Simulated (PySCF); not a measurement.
# Radial density of Cu⁺ (copper, charge +1)

UHF, [Ar] 3d10, closed-shell 1S. Computed with PySCF 2.14 in pcseg-2 (6s4p3d2f1g, 56 functions), with no relativity, point nucleus.

```json
{"r (bohr)": "0.00102", "4πr²ρ (e/bohr)": "0.2060"}
{"r (bohr)": "0.00172", "4πr²ρ (e/bohr)": "0.5599"}
{"r (bohr)": "0.00289", "4πr²ρ (e/bohr)": "1.479"}
{"r (bohr)": "0.00487", "4πr²ρ (e/bohr)": "3.734"}
{"r (bohr)": "0.00818", "4πr²ρ (e/bohr)": "8.714"}
{"r (bohr)": "0.0138", "4πr²ρ (e/bohr)": "17.86"}
{"r (bohr)": "0.0232", "4πr²ρ (e/bohr)": "29.53"}
{"r (bohr)": "0.0389", "4πr²ρ (e/bohr)": "34.94"}
{"r (bohr)": "0.0655", "4πr²ρ (e/bohr)": "29.10"}
{"r (bohr)": "0.110", "4πr²ρ (e/bohr)": "32.09"}
{"r (bohr)": "0.185", "4πr²ρ (e/bohr)": "39.20"}
{"r (bohr)": "0.312", "4πr²ρ (e/bohr)": "20.72"}
{"r (bohr)": "0.524", "4πr²ρ (e/bohr)": "21.69"}
{"r (bohr)": "0.882", "4πr²ρ (e/bohr)": "15.89"}
{"r (bohr)": "1.48", "4πr²ρ (e/bohr)": "3.854"}
{"r (bohr)": "2.50", "4πr²ρ (e/bohr)": "0.4653"}
{"r (bohr)": "4.20", "4πr²ρ (e/bohr)": "0.01667"}
```
